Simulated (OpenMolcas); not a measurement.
## Kr2+: effect of the basis set

| Quantity | Value |
| --- | --- |
| Program | OpenMolcas |
| Method | SS-RASPT2, IPEA 0.25 Eh, imaginary shift 0.1 Eh (closed shells correlated: 3d) |
| Active space | 6 electrons in 9 orbitals (RAS2 4s 4p; RAS3 4d, at most 2 electrons) |
| State averaging | 2S+1 = 3 even, 3 roots; 2S+1 = 1 even, 7 roots; 2S+1 = 3 odd, 3 roots; 2S+1 = 1 odd, 3 roots |
| Spin-orbit coupling | state interaction with AMFI integrals over the reference wave functions, term energies averaged over their components |

A. ANO-RCC-VTZP [6s5p3d1f], DKH2, point nucleus; CASPT2 step of the order of 9 core-seconds
B. ANO-RCC-VQZP [7s6p4d2f1g], DKH2, point nucleus; CASPT2 step about 9 core-seconds
C. ANO-R2 [6s5p4d3f1g], X2C, finite nucleus; CASPT2 step about 18 core-seconds
D. ANO-RCC [9s8p6d4f2g], DKH2, point nucleus; CASPT2 step roughly 22 core-seconds

Energies in cm-1 above 4s2 4p4 3P2, the measured ground level; measured values from Saloman, J. Phys. Chem. Ref. Data 36, 215 (2007).

| Level | A | B | C | D | Measured |
| --- | --- | --- | --- | --- | --- |
| 4s2 4p4 3P2 | 0.0 | 0.0 | 0.0 | 0.0 | 0.0 |
| 4s2 4p4 3P1 | 4050 | 4090 | 4040 | 4090 | 4548 |
| 4s2 4p4 3P0 | 4930 | 4950 | 4910 | 4950 | 5313 |
| 4s2 4p4 1D2 | 15060 | 14690 | 14600 | 14600 | 14644 |
| 4s2 4p4 1S0 | 33560 | 33090 | 33190 | 33040 | 33080 |
| 4s 4p5 3P* 2 | 115930 | 115960 | 117020 | 116230 | 115931 |
| 4s 4p5 3P* 1 | 119150 | 119180 | 120220 | 119440 | 119380 |
| 4s 4p5 3P* 0 | 121030 | 121080 | 122090 | 121340 | 121543 |

Deviations, from unrounded energies. A percentage is the sum of absolute deviations over the sum of measured energies, with the sign that they share, or ± where signs differ.

```json
{"Against measurement": "mean absolute deviation (cm-1)", "Levels": "7", "A": "360", "B": "230", "C": "510", "D": "210"}
{"Against measurement": "fine structure of the ground term (%)", "Levels": "2", "A": "-8.9", "B": "-8.4", "C": "-9.2", "D": "-8.4"}
{"Against measurement": "other terms of the ground configuration (%)", "Levels": "2", "A": "+1.9", "B": "+0.1", "C": "±0.3", "D": "-0.2"}
{"Against measurement": "other configurations (%)", "Levels": "3", "A": "±0.2", "B": "±0.2", "C": "+0.7", "D": "±0.2"}
```

B, D lie about equally close to measurement and C furthest from it. The largest miss of D in the table is 4s2 4p4 3P1, by -460 cm-1. The ranking rests on the paired levels alone, and a cruder setting can come out closer through cancelling errors.

Among A to D the level of the table that moves most is 4s 4p5 3P* 2, by 1100 cm-1 (lowest in A, highest in C). Moves below CASPT2's spread within the term are not significant.

CASPT2 breaks the degeneracy within a term, and the mean is taken; among the terms shown or strongly mixed into the levels shown the widest spread is 34 cm-1 (4s2 4p4 1D, D). Some terms mix strongly with configurations of 4d, whose occupation reaches 0.24 (4s 4p5 3P*) (figures for A; the like holds for B, C, D). The run also gave levels led by 4s2 4p3 4d, which use shells meant for correlation; these and all levels above them are left out (holds for A; B; D). Active for correlation alone: 4d; no level in the range computed is led by a configuration that fills it, so any true level of that kind is missing (holds for C). Computed and measured levels are paired by configuration, term and J; levels that our copy of the source lacks, or whose pairing is in doubt (as where it misses far off the trend of its configuration), stay unpaired and out of the deviations. Levels of configurations outside the active space are missing. Levels that lie high or do not pair safely by name in every column are left out.

* marks odd parity.
